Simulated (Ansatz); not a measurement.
InSn2, relaxed as a doublet with UKS PBE-D4/def2-SVP in Ansatz, starting from the GFN2-xTB geometry. Force threshold 0.02 eV/Å.

In the def2 sets In, Sn take a core potential; there is no spin–orbit coupling. The structure comes from a short search, and lower isomers may exist.

Start:

```xyz
3

In   -1.278    1.254    1.132
Sn    0.558   -0.404   -1.860
Sn    0.720   -0.850    0.728
```

```json
{"step": "1", "energy (eV)": "-16837.5920", "largest force component (eV/Å)": "0.667", "SCF passes": "200"}
{"step": "2", "energy (eV)": "-16837.6399", "largest force component (eV/Å)": "0.123", "SCF passes": "131"}
{"step": "3", "energy (eV)": "-16837.6962", "largest force component (eV/Å)": "0.266", "SCF passes": "82"}
{"step": "4", "energy (eV)": "-16837.7058", "largest force component (eV/Å)": "0.080", "SCF passes": "51"}
{"step": "5", "energy (eV)": "-16837.7070", "largest force component (eV/Å)": "0.008", "SCF passes": "49"}
```

Force components are those of the run's own axes.

End:

Cartesian coordinates in Å:
```
In -1.1919 1.1859 0.9036
Sn 0.4040 -0.2493 -1.7583
Sn 0.7879 -0.9366 0.8546
```

By distances, no bond broke or formed. The bond that changes most is Sn2–Sn3, from 2.63 to 2.73 Å (atoms count from 1).

No frequencies were taken in this run, so the end may be a saddle point.

Hardware: 4 threads of Arm Neoverse N1 on a shared host. Wall time 28 s.
